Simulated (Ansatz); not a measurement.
Frontier orbitals of C$_{6}$H$_{9}$ClFNTi, SMILES `[CH3][Ti]1234([NH2])([Cl])[C@@H]5[C@H]1[C@H]2[C@@]3(F)[C@@H]54`.

Cartesian coordinates in Å:
```
C 1.746 0.591 -1.259
Ti -0.130 -0.171 -0.752
N 0.174 -2.015 -0.674
Cl -1.295 0.282 -2.609
C -1.280 1.369 0.548
C 0.055 1.372 0.999
C 0.327 0.116 1.587
C -0.856 -0.628 1.505
F -0.999 -1.867 1.960
C -1.849 0.107 0.841
H 2.009 0.056 -2.180
H 2.528 0.419 -0.518
H 1.687 1.659 -1.486
H 0.376 -2.490 -1.547
H 0.099 -2.686 0.077
H -1.776 2.169 0.021
H 0.757 2.184 0.903
H 1.266 -0.226 1.995
H -2.839 -0.240 0.589
```

Charge 0, multiplicity 1. Correlated methods include outer-core shells of Ti, which these sets cover unevenly. Scalar relativity is left out up to krypton. All single points use the PBE0-D4/def2-TZVP geometry. It is one conformer, not always the lowest. Basis def2-TZVPP, Ansatz 0.2.0.

Orbital energies of one run (eV). Highest occupied ones, from the top: -6.27, -6.55, -6.62, -6.91, -7.65, -7.81, -8.42, -9.08, -9.19, -9.36, -9.42, -10.10, -10.21, -10.40. Empty: -3.02, -2.83, -2.42, -1.35, -0.98, -0.45.

Question: Which functional gave them?
A. LDA (SPW92)
B. ωB97M-V
C. r2SCANh
D. LC-ωPBE

Answer: A. HOMO energies: LDA (SPW92) -6.27, ωB97M-V -9.65, r2SCANh -6.93, LC-ωPBE -10.08 eV.

LC-ωPBE has ω = 0.4 bohr⁻¹.
